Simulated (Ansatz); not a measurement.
`S[B]Br` radical from Hartree–Fock to CCSD(T)

```csv
atom,x (Å),y (Å),z (Å)
S1,0.768,-0.803,0.038
B2,-0.496,0.418,-0.068
Br3,-0.409,2.126,0.718
H4,0.137,-1.742,-0.688
```

Total charge 0; spin multiplicity 2. Correlated methods include outer-core shells of Br, which these sets cover unevenly. Scalar relativity is left out up to krypton. All single points use the PBE0-D4/def2-TZVP geometry. It is one conformer, not always the lowest. Frozen core, unrestricted reference, Ansatz 0.2.0.

```csv
basis,HF (Eh),MP2 corr.
def2-SVP,-2994.75963,-0.42359
def2-TZVPP,-2995.23911,-0.52430
def2-QZVPP,-2995.30037,-0.86291
```

(1) Estimate the CCSD correlation energy and the (T) correction in each basis where they were run (hartree).

Results:

(1) 
```
     basis  CCSD corr.       (T)
  def2-SVP    -0.44716  -0.01324
def2-TZVPP    -0.55178  -0.02392
```
